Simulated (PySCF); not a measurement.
SMILES N#C[SiH2][SiH2][SeH] at its B3LYP/def2-SVP optimised geometry (Å):

```
10

N      3.0654    -1.0827    -0.0007
C      1.9047    -1.1310     0.0000
Si     0.0385    -1.1310     0.0000
Si    -0.7588     1.0888     0.0000
Se    -3.0654     1.0532     0.1218
H     -0.3972    -1.8580     1.2240
H     -0.4053    -1.8650    -1.2152
H     -0.4526     1.7439    -1.3017
H     -0.1494     1.8650     1.1172
H     -3.0720     0.4571     1.4735
```

Calculation: B3LYP/def2-TZVP (PySCF). Cells within 0.4 Å of a nucleus heavier than hydrogen are left out (blank, or x).

Map of the deformation density (molecule minus spherical neutral atoms) (e/bohr³), clipped to [-0.15, 0.15] on the plane z = 0.0 Å:

```
|1111111111111111111111111111111|
|1111111111111111111111111111111|
|1111111111111111111111111111111|
|1111111111111111111111111111111|
|1111111111111111111111111111111|
|1111111111111111111111111111111|
|1111111111111111111111111111111|
|1111111111100001111111111111111|
|1111111111000000011111111111111|
|1111111111100000001111111111111|
|1111112211100000000111111111111|
|1111121112210x00000111111111111|
|111012xx1221xxx0000011111111111|
|1110121x12211x10000011111111111|
|1111112111111222100000111111111|
|1111111111111232100000000111111|
|1111111111001232101101101111111|
|111111111100001x0122145x3211111|
|111111111100000xx246xx9xx411111|
|111111111100000x0133x4502211111|
|1111111111000000001101100111111|
|1111111111100000000000000111111|
|1111111111110000000000111111111|
|1111111111111100000111111111111|
|1111111111111111111111111111111|
|1111111111111111111111111111111|
|1111111111111111111111111111111|
|1111111111111111111111111111111|
|1111111111111111111111111111111|
|1111111111111111111111111111111|
|1111111111111111111111111111111|
```
Scale: ten equal steps from -0.019 (start of '0') to 0.150 (end of '9'), in the order '0123456789'; x runs from -5.50 to 5.50, y from -5.50 (bottom) to 5.50 (top).
